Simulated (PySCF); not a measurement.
Static response to an electric field

C5H7F3Se.
Geometry (PBE0-D3(BJ)/def2-SVP, Å), atoms numbered from 1 in this order:
```xyz
16
C5H7F3Se angstrom
F      2.3934   -0.8133    1.1471
C      2.1109   -0.5431   -0.1329
F      1.5763   -1.6530   -0.6609
F      3.2676   -0.3223   -0.7616
C      1.1856    0.6404   -0.2616
C     -0.1293    0.4490    0.4600
C     -1.1431   -0.5507   -0.1186
C     -2.4332    0.2384    0.1152
Se    -1.4317    1.9341    0.2758
H      1.0194    0.8236   -1.3339
H      1.7266    1.5099    0.1424
H      0.0509    0.2761    1.5317
H     -0.9622   -0.6745   -1.1972
H     -1.1133   -1.5527    0.3385
H     -2.9319    0.0035    1.0660
H     -3.1687    0.2251   -0.6996
```

Level: B3LYP/def2-SVPD (PySCF), static field, nuclei fixed, core orbitals frozen in the response. The polarisability tensor in these axes (au):

```
x   98.04 -5.22 -1.92
y   -5.22 93.00  1.97
z   -1.92  1.97 75.19
```

Question: Diagonalise the tensor; give its mean and Δα, where Δα² is half the sum of the squared differences of the eigenvalues.

Answer: Principal values 74.89, 89.75 and 101.59 au; mean 88.74 au = 13.15 Å³ = 14.63 × 10⁻⁴⁰ C²·m²/J; Δα = 23.18 au (26 % of the mean).

Question: What is the dipole moment, and where does it point?

Answer: (-1.50, -0.06, -0.12) D, 1.51 D in size, pointing from the negative to the positive side. Measured along this direction, the outermost atoms are F4 at the negative end and H16 at the positive end.

Question: Find the Langevin capture rate constant for NH4+ (18.034 u) meeting this molecule (203.967 u), k = 2.342 × 10⁻⁹ cm³/s × √(α in Å³ / reduced mass in u).

Answer: The reduced mass is 16.57 u, so k = 2.09 × 10⁻⁹ cm³/s. The formula leaves out the permanent dipole, which adds to the capture rate.

Question: How large is μ²/3kT at 500 K beside α?

Answer: In Gaussian units μ²/3kT = 10.98 Å³ against 13.15 Å³, a ratio of 0.83; the Debye molar polarisation (4π/3)N_A(α + μ²/3kT) is 60.9 cm³/mol, leaving out the vibrational part.

Question: Form Σ f/ω² (atomic units) for the 6 lowest TDDFT singlets, given as eV and f, and set it beside the mean polarisability, which is this sum over all singlets: 3.76, 0.0001; 5.38, 0.0213; 5.62, 0.0336; 5.97, 0.0354; 6.07, 0.0517; 6.27, 0.0008.

Answer: They add up to 3.13 au, 3.5 % of the 88.74 au; the largest single term is 1.04 au, from the state at 6.07 eV. Terms in order: 0.00, 0.54, 0.79, 0.74, 1.04, 0.02 au. Higher excitations give the rest. The strengths listed sum to 0.143.

Question: What depolarisation ratio follows for Rayleigh scattering of linearly polarised light, taking the static tensor?

Answer: ρ = 3Δα²/(45ᾱ² + 4Δα²) = 1611.3/(354374 + 2148.4) = 0.00452.

Question: Give the eigenvalues of the traceless quadrupole moment Θ = ½Σq(3rr − r²1), origin at the centre of nuclear charge.

Answer: -11.07, 2.28, 8.79 D·Å. The values depend on the origin, since the dipole doesn't vanish. The electronic extent ⟨r²⟩ about the same centre is 2037 bohr², a root-mean-square distance of 2.41 Å for the 98 electrons.

Isolated species at its PBE0-D3(BJ)/def2-SVP geometry (one conformer only). The calculation is non-relativistic, for selenium too.

These values come from a run that also computed excited states. The run took about 2.7 min of CPU time (one thread, shared machine).
